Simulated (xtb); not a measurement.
CH2N (SMILES C=[N]), doublet, from a rough starting geometry; GFN2-xTB in xtb.

Here is a job for xtb.
```
$ xtb mol.xyz --gfn 2 --uhf 1 --opt vtight --json

# file mol.xyz
4

C     -0.03172707     0.08299876    -0.01978570
N      1.23730862    -0.28742311     0.01124520
H     -0.78191336    -0.75837759     0.00223020
H     -0.40804848     1.03003153    -0.04618656
```

Predict the main parts of the log of this xtb run.


```
   ID    Z sym.   atoms
    1    6 C      1
    2    7 N      2
    3    1 H      3, 4

           -------------------------------------------------
          |                Calculation Setup                |
           -------------------------------------------------

           -------------------------------------------------
          |                 G F N 2 - x T B                 |
           -------------------------------------------------

          ...................................................
          :                      SETUP                      :
          :.................................................:
          :  # basis functions                  10          :
          :  # atomic orbitals                  10          :
          :  # shells                            6          :
          :  # electrons                        11          :
          :  max. iterations                   250          :
          :  Hamiltonian                  GFN2-xTB          :
          :  restarted?                      false          :
          :  GBSA solvation                  false          :
          :  PC potential                    false          :
          :  electronic temp.          300.0000000     K    :
          :  accuracy                    1.0000000          :
          :  -> integral cutoff          0.2500000E+02      :
          :  -> integral neglect         0.1000000E-07      :
          :  -> SCF convergence          0.1000000E-05 Eh   :
          :  -> wf. convergence          0.1000000E-03 e    :
          :  Broyden damping             0.4000000          :
          :  net charge                          0          :
          :  unpaired electrons                  1          :
          ...................................................

 iter      E             dE          RMSdq      gap      omega  full diag
   1     -5.9790118 -0.597901E+01  0.645E+00    2.27       0.0  T
   2     -5.9784404  0.571404E-03  0.528E+00    3.04       1.0  T
   3     -6.0043966 -0.259562E-01  0.278E+00    2.46       1.0  T
   4     -6.0087710 -0.437447E-02  0.493E-01    2.65       1.0  T
   5     -6.0091319 -0.360877E-03  0.963E-02    2.63       1.0  T
   6     -6.0091298  0.213566E-05  0.559E-02    2.63       1.0  T
   7     -6.0091352 -0.546225E-05  0.528E-03    2.63       9.5  T
   8     -6.0091352 -0.514324E-08  0.213E-03    2.63      23.5  T
   9     -6.0091353 -0.121035E-07  0.390E-04    2.63     128.2  T
  10     -6.0091353 -0.471469E-09  0.834E-05    2.63     599.4  T

   *** convergence criteria satisfied after 10 iterations ***

         :::::::::::::::::::::::::::::::::::::::::::::::::::::
         ::                     SUMMARY                     ::
         :::::::::::::::::::::::::::::::::::::::::::::::::::::
         :: total energy              -5.938921647282 Eh    ::
         :: gradient norm              0.201711693050 Eh/a0 ::
         :: HOMO-LUMO gap              2.629534860194 eV    ::
         ::.................................................::
         :: SCC energy                -6.009135251573 Eh    ::
         :: -> isotropic ES            0.007638296718 Eh    ::
         :: -> anisotropic ES          0.000798336984 Eh    ::
         :: -> anisotropic XC          0.015317456226 Eh    ::
         :: -> dispersion             -0.000714108353 Eh    ::
         :: repulsion energy           0.070213604292 Eh    ::
         :: add. restraining           0.000000000000 Eh    ::
         :: total charge              -0.000000000000 e     ::
         :::::::::::::::::::::::::::::::::::::::::::::::::::::

      -----------------------------------------------------------
     |                   =====================                   |
     |                        A N C O P T                        |
     |                   =====================                   |
     |               Approximate Normal Coordinate               |
     |                Rational Function Optimizer                |
      -----------------------------------------------------------
      -----------------------------------------------------------
     |                   =====================                   |
     |                        A N C O P T                        |
     |                   =====================                   |
     |               Approximate Normal Coordinate               |
     |                Rational Function Optimizer                |
      -----------------------------------------------------------

          ...................................................
          :                      SETUP                      :
          :.................................................:
          :   optimization level         verytight          :
          :   max. optcycles                   200          :
          :   ANC micro-cycles                  20          :
          :   degrees of freedom                 6          :
          :.................................................:
          :   RF solver                   davidson          :
          :   write xtbopt.log                true          :
          :   linear?                        false          :
          :   energy convergence         0.1000000E-06 Eh   :
          :   grad. convergence          0.2000000E-03 Eh/α :
          :   maxmium RF displ.          1.0000000          :
          :   Hlow (freq-cutoff)         0.1000000E-01      :
          :   Hmax (freq-cutoff)         5.0000000          :
          :   S6 in model hess.         20.0000000          :
          ...................................................

generating ANC from exact Hessian ...
Using Lindh-Hessian (1995)
 Shifting diagonal of input Hessian by    9.1649781698340121E-003
 Lowest  eigenvalues of input Hessian
    0.000000    0.000000    0.000000    0.000000    0.010000    0.000000
    0.000000    0.182133    0.243901    0.524567    1.262526    1.780435
[...]
 * total energy  :    -5.9570902 Eh     change       -0.5094973E-04 Eh
 * total energy  :    -5.9570940 Eh     change       -0.3722421E-05 Eh
 * total energy  :    -5.9570954 Eh     change       -0.1391320E-05 Eh
 * total energy  :    -5.9570958 Eh     change       -0.4540196E-06 Eh
 * total energy  :    -5.9570961 Eh     change       -0.2691156E-06 Eh
 * total energy  :    -5.9570963 Eh     change       -0.2413816E-06 Eh
 * total energy  :    -5.9570966 Eh     change       -0.2397605E-06 Eh
 * total energy  :    -5.9570968 Eh     change       -0.2185623E-06 Eh
 * total energy  :    -5.9570970 Eh     change       -0.1846352E-06 Eh
 * total energy  :    -5.9570971 Eh     change       -0.1513070E-06 Eh
 * total energy  :    -5.9570972 Eh     change       -0.1234722E-06 Eh
 * total energy  :    -5.9570973 Eh     change       -0.1003635E-06 Eh
 * total energy  :    -5.9570974 Eh     change       -0.8226265E-07 Eh
   *** GEOMETRY OPTIMIZATION CONVERGED AFTER 17 ITERATIONS ***
[...]

          ...................................................
          :                      SETUP                      :
          :.................................................:
          :  # basis functions                  10          :
          :  # atomic orbitals                  10          :
          :  # shells                            6          :
          :  # electrons                        11          :
          :  max. iterations                   250          :
          :  Hamiltonian                  GFN2-xTB          :
          :  restarted?                      false          :
          :  GBSA solvation                  false          :
          :  PC potential                    false          :
          :  electronic temp.          300.0000000     K    :
          :  accuracy                    1.0000000          :
          :  -> integral cutoff          0.2500000E+02      :
          :  -> integral neglect         0.1000000E-07      :
          :  -> SCF convergence          0.1000000E-05 Eh   :
          :  -> wf. convergence          0.1000000E-03 e    :
          :  Broyden damping             0.4000000          :
          :  net charge                          0          :
          :  unpaired electrons                  1          :
          ...................................................

 iter      E             dE          RMSdq      gap      omega  full diag
   1     -6.0519432 -0.605194E+01  0.122E-05    3.33       0.0  T
   2     -6.0519432 -0.595080E-13  0.767E-06    3.33    6522.6  T
   3     -6.0519432 -0.497380E-13  0.452E-06    3.33   11071.6  T

   *** convergence criteria satisfied after 3 iterations ***

         :::::::::::::::::::::::::::::::::::::::::::::::::::::
         ::                     SUMMARY                     ::
         :::::::::::::::::::::::::::::::::::::::::::::::::::::
         :: total energy              -5.957097428124 Eh    ::
         :: gradient norm              0.000375241843 Eh/a0 ::
         :: HOMO-LUMO gap              3.331528517238 eV    ::
         ::.................................................::
         :: SCC energy                -6.051943204324 Eh    ::
         :: -> isotropic ES            0.007898678037 Eh    ::
         :: -> anisotropic ES          0.000700307884 Eh    ::
         :: -> anisotropic XC          0.014823947385 Eh    ::
         :: -> dispersion             -0.000720416243 Eh    ::
         :: repulsion energy           0.094845776200 Eh    ::
         :: add. restraining           0.000000000000 Eh    ::
         :: total charge               0.000000000000 e     ::
         :::::::::::::::::::::::::::::::::::::::::::::::::::::

           -------------------------------------------------
          |                Property Printout                |
           -------------------------------------------------

    * Orbital Energies and Occupations

         #    Occupation            Energy/Eh            Energy/eV
      -------------------------------------------------------------
         1        2.0000           -0.6536518             -17.7868
         2        2.0000           -0.5774452             -15.7131
         3        2.0000           -0.5365969             -14.6015
         4        2.0000           -0.4840573             -13.1719
         5        2.0000           -0.4349179             -11.8347
         6        1.0000           -0.3699445             -10.0667 (HOMO)
         7                         -0.2475131              -6.7352 (LUMO)
         8                          0.1178917               3.2080
         9                          0.2358409               6.4176
        10                          0.6346411              17.2695
      -------------------------------------------------------------
                  HL-Gap            0.1224314 Eh            3.3315 eV
             Fermi-level           -0.3555800 Eh           -9.6758 eV

     #   Z          covCN         q      C6AA      α(0)
     1   6 C        2.758     0.047    26.925     8.497
     2   7 N        0.910    -0.218    25.756     7.340
     3   1 H        0.924     0.085     1.924     2.169
     4   1 H        0.924     0.085     1.924     2.169

 Mol. C6AA /au·bohr⁶  :        169.487662
 Mol. C8AA /au·bohr⁸  :       3757.687301
 Mol. α(0) /au        :         20.176002

Wiberg/Mayer (AO) data.
largest (>0.10) Wiberg bond orders for each atom

 ---------------------------------------------------------------------------
     #   Z sym  total        # sym  WBO       # sym  WBO       # sym  WBO
 ---------------------------------------------------------------------------
     1   6 C    3.979 --     2 N    2.240     4 H    0.870     3 H    0.870
     2   7 N    2.434 --     1 C    2.240
     3   1 H    0.981 --     1 C    0.870
     4   1 H    0.981 --     1 C    0.870
 ---------------------------------------------------------------------------

Topologies differ in total number of bonds
Writing topology from bond orders to xtbtopo.mol

molecular dipole:
                 x           y           z       tot (Debye)
 q only:       -0.681       0.151      -0.017
   full:       -1.158       0.256      -0.028       3.015
molecular quadrupole (traceless):
                xx          xy          yy          xz          yz          zz
 q only:       -1.091       0.422       0.878      -0.020      -0.054       0.213
  q+dip:       -1.867       0.817       1.905      -0.039      -0.154      -0.038
   full:       -2.801       1.032       1.904      -0.070      -0.079       0.897

optimized geometry written to: xtbopt.xyz

           -------------------------------------------------
          | TOTAL ENERGY               -5.957097428124 Eh   |
          | GRADIENT NORM               0.000375241843 Eh/α |
          | HOMO-LUMO GAP               3.331528517238 eV   |
           -------------------------------------------------
```
